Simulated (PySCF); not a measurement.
Task: What does the PBE0-D3(BJ)/def2-SVP structure of InChI=1S/C6H8B2Cl2S/c1-7(2)6-3-5(4-11-6)8(9)10/h3-4H,1-2H3 look like in three dimensions?

Result: 
```
atom  x, y, z in Å
C1    -1.2282   -1.3606    0.6871
B2    -0.7526    0.1167    0.9453
C3    -1.7018    1.1097    1.7132
C4     0.6443    0.5715    0.4498
C5     1.5817   -0.1227   -0.2903
C6     2.7783    0.5984   -0.5763
B7     3.9812    0.0642   -1.3671
Cl8    3.9740   -1.5664   -2.0189
Cl9    5.4053    1.0552   -1.6442
C10    2.7179    1.8748   -0.0266
S11    1.2678    2.1624    0.7972
H12   -1.0408   -1.9224    1.6223
H13   -2.3141   -1.4257    0.5142
H14   -0.7043   -1.8963   -0.1171
H15   -2.2384    0.6104    2.5361
H16   -1.2277    2.0240    2.1007
H17   -2.4860    1.4275    1.0002
H18    1.4167   -1.1465   -0.6304
H19    3.4916    2.6410   -0.0889
```

Any rigid rotation of these coordinates is as good. Atoms count from 1 in this order. The B–C distances run from 1.535 Å (C6–B7, drawn single) to 1.574 Å (B2–C3, drawn single), a spread of 0.039 Å. The 3 C–C bonds span 1.381 Å (C4–C5, aromatic) to 1.426 Å (C5–C6, aromatic), a spread of 0.045 Å. The 5-membered ring C4–C5–C6–C10–S11 has internal angles of 93.1° to 115.0°; it is planar, 0.00 Å rms from its mean plane, widest ring torsion 0°. B2 (three-coordinate boron) is planar (angles 121.0°, 119.7° and 119.4°, sum 360.0°, 0.00 Å off the plane of its three neighbours).

Bonds between heavy atoms (Å): C1–B2 1.573, B2–C3 1.574, B2–C4 1.550, C4–C5 1.381, C5–C6 1.426, C6–B7 1.535, B7–Cl8 1.756, B7–Cl9 1.757, C6–C10 1.391, C10–S11 1.692, C4–S11 1.744.

Level of theory: PBE0-D3(BJ)/def2-SVP geometry optimisation, gas phase (PySCF).

No PBE0-D3(BJ)/def2-SVP frequencies stand behind this structure, so it isn't proved a minimum.

On 2 threads of an Intel Xeon 6975P-C, on a shared host, this took 4.8 min wall, 12 min CPU and 1.1 GiB of memory at its peak. That covers the optimisation of the geometry.
